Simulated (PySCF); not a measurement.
Compound: Al(OMe)3, C₃H₉AlO₃.
Bonds: Al1–O2, Al1–O7, Al1–O12, O2–C3, O7–C8, O12–C13. Hydrogens: H4, H5, H6 on C3; H9, H10, H11 on C8; H14, H15, H16 on C13.

Computed by this run: PBE0-D3(BJ)/def2-SVP geometry optimisation, gas phase (PySCF 2.14.0); density fitting, grid level 1; the optimiser is geomeTRIC in internal coordinates, started from a GFN2-xTB structure with every atom displaced at random (about 0.03 Å).

Step 0: E = -15975.6766 eV
```
atom  x, y, z in Å  |  force x, y, z in eV/Å
Al1     0.0677   -0.0719    0.0064   -3.152   2.696  -0.452
O2      1.4425    0.0588   -0.8090    1.967  -0.122  -1.157
C3      2.6724   -0.4622   -1.0678    1.800   0.307   1.090
H4      2.9885   -1.3836   -0.5115   -0.770   0.097  -0.229
H5      3.4815    0.2472   -0.7547   -0.349   0.010  -0.227
H6      2.8349   -0.6284   -2.1211   -0.021  -0.276  -0.887
O7     -1.1332    1.1353   -0.3058    0.542  -0.124  -0.181
C8     -1.5714    2.2971   -0.9921   -3.693  -2.868   3.621
H9     -0.8685    2.6904   -1.6022    2.632   1.506  -2.575
H10    -1.8757    3.0461   -0.2141    0.248  -0.113  -0.531
H11    -2.5413    2.0187   -1.5225    1.061   0.521   0.075
O12    -0.2572   -1.2012    1.1145   -1.426  -1.945   1.910
C13    -1.2024   -1.7963    1.9919    4.814  -2.015   0.490
H14    -0.6586   -1.8739    3.0080   -0.869  -0.012  -1.055
H15    -1.3583   -2.8726    1.6783   -0.403   1.020   0.173
H16    -2.0553   -1.2375    2.1681   -2.379   1.318  -0.064
```

Step 1: E = -15976.4523 eV
```
atom  x, y, z in Å  |  force x, y, z in eV/Å
Al1     0.0569   -0.0037    0.0127   -0.646   0.549  -0.073
O2      1.4920    0.0931   -0.8245    0.125   0.296  -0.221
C3      2.7280   -0.4493   -1.0705    0.436  -0.328   0.158
H4      2.8981   -1.3848   -0.5009   -0.003  -0.001  -0.073
H5      3.5573    0.2340   -0.7900   -0.215   0.046  -0.049
H6      2.8552   -0.6874   -2.1415   -0.012   0.009  -0.032
O7     -1.1754    1.1193   -0.2476   -0.030   0.088  -0.047
C8     -1.6245    2.2461   -0.9289    0.107  -0.467   0.428
H9     -0.8540    2.6432   -1.6053   -0.008   0.173  -0.176
H10    -1.9161    3.0383   -0.2155    0.113   0.053  -0.009
H11    -2.5344    2.0090   -1.5055    0.031  -0.014  -0.170
O12    -0.2303   -1.1894    1.1412    0.110  -0.603   0.559
C13    -1.1404   -1.7934    2.0033    0.478   0.342  -0.309
H14    -0.7200   -1.9111    3.0199    0.037   0.118  -0.056
H15    -1.3686   -2.8067    1.6435   -0.267  -0.116  -0.023
H16    -2.0580   -1.1912    2.0761   -0.256  -0.146   0.094
```

Step 2: E = -15976.4947 eV
```
atom  x, y, z in Å  |  force x, y, z in eV/Å
Al1     0.0289   -0.0018    0.0286   -0.091   0.066  -0.018
O2      1.4663    0.1084   -0.8256   -0.055   0.069  -0.071
C3      2.7092   -0.4350   -1.0719    0.116  -0.070   0.010
H4      2.8951   -1.3679   -0.5070   -0.022   0.001  -0.001
H5      3.5085    0.2780   -0.7999    0.023  -0.001  -0.005
H6      2.8344   -0.6675   -2.1464   -0.019   0.006   0.034
O7     -1.1872    1.1206   -0.2382   -0.134   0.048   0.039
C8     -1.5936    2.2412   -0.9369    0.121  -0.024  -0.005
H9     -0.8124    2.6295   -1.6191   -0.042  -0.008   0.025
H10    -1.8676    3.0551   -0.2423    0.012   0.036   0.002
H11    -2.4890    2.0206   -1.5435   -0.027  -0.003  -0.050
O12    -0.2314   -1.2118    1.1561    0.116  -0.212   0.044
C13    -1.1347   -1.8149    2.0130    0.038   0.174  -0.071
H14    -0.6948   -1.9172    3.0184   -0.006  -0.013   0.103
H15    -1.3915   -2.8314    1.6674   -0.037  -0.024  -0.032
H16    -2.0747   -1.2397    2.1136    0.006  -0.044  -0.004
```

Step 3: E = -15976.5034 eV
```
atom  x, y, z in Å  |  force x, y, z in eV/Å
Al1     0.0129    0.0016    0.0259    0.033  -0.009   0.010
O2      1.4506    0.1198   -0.8335   -0.035   0.064  -0.049
C3      2.6966   -0.4324   -1.0632   -0.029  -0.053   0.004
H4      2.8697   -1.3596   -0.4861    0.006   0.002   0.015
H5      3.4973    0.2811   -0.7981    0.016  -0.001   0.011
H6      2.8232   -0.6806   -2.1332    0.002   0.004   0.014
O7     -1.2070    1.1236   -0.2317   -0.112  -0.034   0.087
C8     -1.5901    2.2446   -0.9393    0.084   0.092  -0.140
H9     -0.7992    2.6189   -1.6190   -0.023  -0.028   0.041
H10    -1.8537    3.0719   -0.2554   -0.013  -0.008   0.004
H11    -2.4809    2.0356   -1.5602   -0.004   0.001   0.025
O12    -0.2156   -1.2224    1.1519    0.146  -0.059  -0.048
C13    -1.1150   -1.8212    2.0115   -0.135   0.023   0.012
H14    -0.6791   -1.9283    3.0213   -0.004  -0.006  -0.006
H15    -1.3849   -2.8349    1.6607    0.029   0.004   0.015
H16    -2.0589   -1.2516    2.1148    0.039   0.008   0.002
```

Problem. Estimate the geometry and energy of step 4. (The exact step hangs on the optimiser's Hessian estimate; all steps are aligned on step 3, rigid shifts and turns removed.)

Solution. E = -15976.5124 eV, largest force 0.245 eV/Å
```
atom  x, y, z in Å  |  force x, y, z in eV/Å
Al1    -0.0065    0.0078    0.0193    0.100  -0.060   0.025
O2      1.4262    0.1401   -0.8513   -0.001   0.061  -0.060
C3      2.6727   -0.4315   -1.0483   -0.105  -0.010   0.044
H4      2.8253   -1.3440   -0.4431    0.018  -0.002   0.011
H5      3.4755    0.2821   -0.7899    0.013  -0.006   0.009
H6      2.8112   -0.7088   -2.1086    0.006  -0.002  -0.010
O7     -1.2395    1.1241   -0.2185   -0.068  -0.099   0.106
C8     -1.5864    2.2477   -0.9417    0.049   0.147  -0.173
H9     -0.7784    2.5989   -1.6126    0.001  -0.030   0.032
H10    -1.8394    3.0886   -0.2700   -0.024  -0.030   0.006
H11    -2.4713    2.0547   -1.5773    0.004  -0.002   0.057
O12    -0.1861   -1.2396    1.1351    0.109   0.044  -0.112
C13    -1.0870   -1.8268    2.0000   -0.216  -0.063   0.098
H14    -0.6485   -1.9419    3.0090    0.006  -0.005  -0.043
H15    -1.3775   -2.8364    1.6507    0.065   0.022   0.018
H16    -2.0247   -1.2492    2.1136    0.044   0.037  -0.008
```

The energy changes by -0.0091 eV. The first-order estimate −F·Δx gives -0.0121 eV and the mean of the old and new forces, exact on a quadratic surface, -0.0090 eV. The step makes an angle of 75° with the force vector and moves no atom by more than 0.064 Å.

The cost below is that of the whole optimisation. Hardware: an Arm Neoverse V2 with one thread, shared host with 96 logical CPUs at a one-minute load of 26. Cost: 71 s wall, 0.54 GiB resident at most.
